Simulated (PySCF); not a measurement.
**MC for M along the chalcogens**

CCSD(T) with double-zeta basis sets in PySCF, for the lowest determinant that a PBE0 search found; no spin–orbit coupling. De refers to high-spin ground-configuration atoms.

| M | basis | reference, frozen orbitals | state (unpaired electrons) | Re (Å) | ωe (cm⁻¹) | De (eV) |
| --- | --- | --- | --- | --- | --- | --- |
| O | jorge-DZP-DKH | RHF, 2 | singlet (closed shell) | 1.149 | 2139 | 10.36 |
| S | cc-pVDZ/cc-pV(D+d)Z | RHF, 6 | singlet (closed shell) | 1.560 | 1271 | 6.75 |
| Se | def2-SVP | RHF, 10 | singlet (closed shell) | 1.689 | 1042 | 5.77 |
| Te | x2c-SVPall | RHF, 19 | singlet (closed shell) | 1.916 | 840 | 4.43 |

By what factor does the well depth vary along the series?

At CCSD(T) it runs from 4.43 eV (TeC) to 10.36 eV (CO), a factor of 2.34.

The rows differ in basis set, which adds steps of its own.

Relativity is treated differently too: O spin-free X2C; S no relativity; Se no relativity; Te spin-free X2C.

Down a group bonds as a rule get longer and wavenumbers fall, partly through the reduced mass; this series shows no clear exception.

Correlated steps freeze the inner cores (2 to 19 orbitals); shallow outer-core shells are correlated. Correlated levels converge slowly with the basis: in double zeta they bind strong bonds too weakly, by up to about 1 eV, and carry superposition errors of some tenths. Spin–orbit coupling is left out, which matters for elements this heavy, above all for dissociation energies. Where the molecule has an RHF reference, its open-shell atoms are computed with UHF. The CCSD T1 diagnostic is raised in CO, CS, CSe, TeC, a sign that a single reference may not be enough there.
